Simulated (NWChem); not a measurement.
System: GaCl$_{3}$; SMILES [Cl][Ga]([Cl])[Cl]

The following NWChem deck was run.

```
start job
memory heap 200 mb stack 900 mb global 1100 mb
geometry units angstroms noautosym nocenter noautoz
  Ga     0.000000     0.000000     0.000000
  Cl    -2.040249     0.582071     0.000000
  Cl     1.524213     1.475872     0.000000
  Cl     0.516036    -2.057943     0.000000
end
basis spherical
  Ga library def2-tzvp
  Cl library def2-tzvp
end
dft
  xc b3lyp
  iterations 150
end
property
  response 1 0.0
end
task dft property
```

Structure relaxed at the PBE0/def2-SVP level. B3LYP is NWChem's, with the RPA form of VWN correlation.

Static field.

Question: Give the results of this calculation. (B3LYP/def2-TZVP.) Quantities: basis functions; isotropic polarisability (bohr³); anisotropy (bohr³).

Answer: 
```json
{
 "number_of_basis_functions": "159",
 "isotropic polarisability (bohr³)": "61.1",
 "anisotropy (bohr³)": "28.5"
}
```
